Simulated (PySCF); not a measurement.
Computed IR spectrum (relative IR intensity) of a molecule C5H5Cl. Geometry optimised at PBE0-D3(BJ)/def2-SVP. Other conformers were not sampled. Computed with PBE0-D3(BJ)/def2-SVP in PySCF. Frequencies are harmonic and unscaled.

Lines under 2 % of the strongest are left out, and lines within 2 cm⁻¹ are merged.

ν (cm⁻¹): 215 (w), 357 (w), 478 (w), 593 (m), 702 (m), 761 (s), 811 (w), 883 (vs), 907 (s), 953 (w), 998 (m), 1077 (w), 1160 (s), 1227 (w), 1304 (m), 1368 (s), 1397 (m), 1605 (w), 1676 (s), 3048 (w), 3090 (vw), 3265 (w) (against the strongest line: vs over 80 %, s over 45 %, m over 15 %, w over 4 %, vw less)

Task: Pick the molecule that these values belong to.
A) CC#C/C=C\Cl
B) ClC1=CCC=C1
C) C#C[C@H]1C[C@H]1Cl
D) C#C/C(C)=C/Cl

Result: B, ClC1=CCC=C1
